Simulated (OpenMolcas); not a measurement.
## Os5+: moving or changing the point charges

Os5+ among 6 point charges of -1.7 e arranged as a tetragonal octahedron (D4h), 1.81 Å from the ion, with the axial distance 1.864 Å.
```
   1.8100    0.0000    0.0000  -1.70
   0.0000    1.8100    0.0000  -1.70
  -1.8100    0.0000    0.0000  -1.70
   0.0000   -1.8100    0.0000  -1.70
   0.0000    0.0000    1.8643  -1.70
   0.0000    0.0000   -1.8643  -1.70
```

| Property | Result |
| --- | --- |
| Program | OpenMolcas |
| Method | CASSCF |
| Basis | ANO-RCC-VDZP [7s6p4d2f1g] |
| Scalar Hamiltonian | DKH2, point nucleus |
| Active space | 3 electrons in 5 orbitals (5d) |
| State averaging | 2S+1 = 4 even, 10 roots; 2S+1 = 2 even, 40 roots |
| Spin-orbit coupling | RASSI with atomic mean-field integrals over the reference wave functions |

Runs around this geometry, states (labels of D4, the rotations of D4h). Energies in cm-1 above the lowest state or level, χT in cm3 K/mol.

```csv
R (Å),q (e),Axial / equatorial distance,Ground state,First state of that spin,First gap with spin-orbit (degeneracies),χT at 300 K,First state of another spin
1.81,-0.85,1.03,4B1,4E 6118,"239.2 (2, 2)",0.133,2A1 16707
1.67,-1.7,1.03,4B1,4E 17789,"164.4 (2, 2)",0.599,2A1 16863
1.81,-1.7,1.03,4B1,4E 12187,"235.1 (2, 2)",0.335,2A1 16882
2.02,-1.7,1.03,4B1,4E 7199,"299.1 (2, 2)",0.152,2A1 16751
1.81,-1.7,1.11,4B1,4E 9535,"874.2 (2, 2)",0.220,2E 16614
```

Taking the first state of the same spin as R^-n, n = -ln(7199 / 17789) / ln(2.02 / 1.67) = 4.8 between the shortest and longest distance.

Scaling the charges by -0.85 / -1.7 = 0.50 scales the first state of the same spin by 6118 / 12187 = 0.50; with fixed orbitals a first-order splitting would follow the charge.

Without dynamic correlation the repulsion within the d shell is too large (B by tens of per cent), so at a given field states of lower spin stand too high. Spin-orbit coupling mixes the spin-free states strongly: the lowest level takes only 40 % from its leading state, 4B1 (figures for R = 1.81, q = -0.85, ratio = 1.03; the like holds for R = 1.81, q = -1.7, ratio = 1.03, R = 2.02, q = -1.7, ratio = 1.03, R = 1.81, q = -1.7, ratio = 1.11). Point charges carry no covalency, so the field is a model and not that of real ligands. No measured value stands beside these numbers.
